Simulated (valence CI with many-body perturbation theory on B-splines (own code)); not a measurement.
**E1 line list for Mo³⁺**

Calculated by relativistic CI+MBPT: three valence electrons over a frozen Dirac-Fock core [Kr], a basis of 7 s, 7 p, 8 d, 6 f, 4 g, 1 h functions for each j, with the one-electron correlation potential Σ1, the two-electron term Σ2, the three-electron term Σ3, Breit, model QED; selected CI, second order for the rest, scaled by the run's own slope (own B-spline code, finite nucleus).

Set against measurement, 64 paired levels are off by 530 cm⁻¹ on average, the worst by 1922. These come from a selection out of Sugar and Musgrove, J. Phys. Chem. Ref. Data 17, 155 (1988). Levels without a partner in it may be off by more, other configurations by 1,000 to 8,000 cm⁻¹.

Lines 301 to 350 of 544 in falling wavelength, among levels below 213210 cm⁻¹, chosen from the strongest by gf and those to the six lowest levels. Wavelengths and rates use the calculated energies, so an error of 500 cm⁻¹ moves a line at 1397 Å by 0.7 % and its rate by three times that or more. Electric multipoles are in the length gauge, E1 and E2 with the static RPA response of the core. Weak lines are less certain than strong ones. Lines between different terms over intervals too small for the method are left out, as are lines whose strength nearly cancels. Where a level lies close to another of its J and parity, the split of strength between their lines is uncertain. The highest levels of a list are the least certain.

Names give the largest LS component (configuration and term), which can be under half, so a name can repeat, a term be missing and a line seem to break the LS rules; names also repeat where a configuration has a term twice. Letters in brackets count levels of one name in rising energy.

| λ vac (Å) | Upper | Lower | A (s⁻¹) | S (a.u.) |
| --- | --- | --- | --- | --- |
| 1397 | 4d2 5d 4F_3/2 [b] | 4d2 5p 4D°_1/2 [b] | 1.29e+09 | 6.96e+00 |
| 1397 | 4d2 5d 4P_5/2 [a] | 4d2 5p 2F°_7/2 [a] | 5.36e+08 | 4.33e+00 |
| 1394 | 4d2 5d 2G_9/2 [a] | 4d2 5p 2F°_7/2 [a] | 9.91e+08 | 1.32e+01 |
| 1390 | 4d2 5d 2F_7/2 [c] | 4d2 5p 4D°_5/2 [b] | 2.21e+08 | 2.34e+00 |
| 1388 | 4d2 5d 4G_9/2 | 4d2 5p 4G°_7/2 | 5.87e+08 | 7.74e+00 |
| 1386 | 4d2 5d 2F_7/2 [d] | 4d2 5p 2D°_5/2 [c] | 6.26e+08 | 6.58e+00 |
| 1386 | 4d2 6s 2G_9/2 | 4d2 5p 2F°_7/2 [c] | 5.64e+08 | 7.40e+00 |
| 1386 | 4d2 5d 4H_7/2 | 4d2 5p 4G°_5/2 | 1.59e+09 | 1.67e+01 |
| 1385 | 4d2 6s 2P_1/2 | 4d2 5p 2D°_3/2 [c] | 1.13e+09 | 2.96e+00 |
| 1384 | 4d2 5d 2G_7/2 [a] | 4d2 5p 2F°_5/2 [a] | 3.80e+08 | 3.98e+00 |
| 1384 | 4d2 5d 4F_9/2 [a] | 4d2 5p 4D°_7/2 [a] | 3.16e+08 | 4.14e+00 |
| 1381 | 4d2 5d 2D_5/2 [d] | 4d2 5p 2F°_7/2 [c] | 9.03e+08 | 7.04e+00 |
| 1374 | 4d2 5d 2D_5/2 [d] | 4d2 5p 2P°_3/2 [b] | 4.46e+08 | 3.42e+00 |
| 1374 | 4d2 5d 4F_7/2 [a] | 4d2 5p 4D°_5/2 [a] | 1.99e+08 | 2.04e+00 |
| 1374 | 4d2 5d 2G_7/2 [c] | 4d2 5p 4D°_7/2 [b] | 4.63e+08 | 4.74e+00 |
| 1374 | 4d2 5d 4G_7/2 | 4d2 5p 4G°_5/2 | 3.38e+08 | 3.46e+00 |
| 1373 | 4d2 5d 2F_5/2 [d] | 4d2 5p 2D°_3/2 [c] | 5.88e+08 | 4.51e+00 |
| 1369 | 4d2 5d 2G_9/2 [c] | 4d2 5p 2G°_9/2 [b] | 9.70e+08 | 1.23e+01 |
| 1368 | 4d2 6s 2P_3/2 | 4d2 5p 2D°_5/2 [c] | 7.42e+08 | 3.75e+00 |
| 1363 | 4d2 5d 2D_3/2 [a] | 4d2 5p 2D°_3/2 [a] | 4.38e+08 | 2.19e+00 |
| 1362 | 4d2 5d 2D_3/2 [e] | 4d2 5p 2P°_1/2 [b] | 3.41e+08 | 1.70e+00 |
| 1362 | 4d2 5d 2H_9/2 [b] | 4d2 5p 4D°_7/2 [c] | 5.59e+08 | 6.96e+00 |
| 1360 | 4d2 6s 4P_3/2 | 4d2 5p 4P°_5/2 | 4.05e+08 | 2.01e+00 |
| 1354 | 4d2 5d 4F_5/2 [a] | 4d2 5p 4F°_7/2 | 3.22e+08 | 2.36e+00 |
| 1350 | 4d2 5d 2P_3/2 [b] | 4d2 5p 2S°_1/2 | 8.42e+08 | 4.09e+00 |
| 1347 | 4d2 6s 2F_5/2 | 4d2 5p 2G°_7/2 | 6.40e+08 | 4.64e+00 |
| 1345 | 4d2 6s 2D_5/2 | 4d2 5p 2D°_5/2 [b] | 5.19e+08 | 3.74e+00 |
| 1344 | 4d2 5d 2G_7/2 [c] | 4d2 5p 2F°_7/2 [b] | 5.10e+08 | 4.89e+00 |
| 1343 | 4d2 5d 4F_9/2 [a] | 4d2 5p 4F°_9/2 | 1.16e+09 | 1.39e+01 |
| 1341 | 4d2 6s 4P_1/2 | 4d2 5p 4P°_3/2 | 7.69e+08 | 1.83e+00 |
| 1341 | 4d2 5d 2H_11/2 [b] | 4d2 5p 2G°_9/2 [b] | 1.33e+09 | 1.89e+01 |
| 1339 | 4d2 5d 2H_9/2 [b] | 4d2 5p 4D°_7/2 [b] | 5.95e+08 | 7.06e+00 |
| 1339 | 4d2 5d 2G_9/2 [c] | 4d2 5p 2F°_7/2 [b] | 3.17e+08 | 3.76e+00 |
| 1339 | 4d2 6s 2F_7/2 | 4d2 5p 2G°_9/2 [a] | 5.62e+08 | 5.33e+00 |
| 1336 | 4d2 5d 4F_7/2 [a] | 4d2 5p 4F°_7/2 | 1.17e+09 | 1.11e+01 |
| 1336 | 4d2 6s 4F_3/2 | 4d2 5p 4D°_1/2 [a] | 4.34e+08 | 2.04e+00 |
| 1334 | 4d2 6s 2D_5/2 | 4d2 5p 4D°_7/2 [b] | 2.45e+08 | 1.72e+00 |
| 1333 | 4d2 6s 4P_5/2 | 4d2 5p 4P°_5/2 | 6.02e+08 | 4.22e+00 |
| 1332 | 4d2 6s 2D_3/2 | 4d2 5p 2D°_3/2 [b] | 5.67e+08 | 2.64e+00 |
| 1329 | 4d2 6s 2G_9/2 | 4d2 5p 2H°_11/2 | 9.57e+08 | 1.11e+01 |
| 1324 | 4d2 5d 4F_5/2 [a] | 4d2 5p 4F°_5/2 | 9.33e+08 | 6.41e+00 |
| 1321 | 4d2 5d 2G_7/2 [c] | 4d2 5p 2F°_5/2 [b] | 2.40e+08 | 2.18e+00 |
| 1320 | 4d2 6s 4F_7/2 | 4d2 5p 4D°_5/2 [a] | 2.79e+08 | 2.53e+00 |
| 1320 | 4d2 6s 4F_9/2 | 4d2 5p 4D°_7/2 [a] | 5.07e+08 | 5.75e+00 |
| 1318 | 4d2 5d 4F_7/2 [a] | 4d2 5p 4G°_9/2 | 2.06e+08 | 1.86e+00 |
| 1318 | 4d2 5d 4F_3/2 [a] | 4d2 5p 4F°_3/2 | 1.10e+09 | 4.96e+00 |
| 1318 | 4d2 5d 4P_3/2 [b] | 4d2 5p 4S°_3/2 | 5.78e+08 | 2.61e+00 |
| 1311 | 4d2 5d 2H_9/2 [b] | 4d2 5p 2F°_7/2 [b] | 1.74e+08 | 1.93e+00 |
| 1308 | 4d2 6s 4F_7/2 | 4d2 5p 4F°_9/2 | 2.93e+08 | 2.59e+00 |
| 1306 | 4d2 6s 2D_5/2 | 4d2 5p 2F°_7/2 [b] | 4.90e+08 | 3.24e+00 |
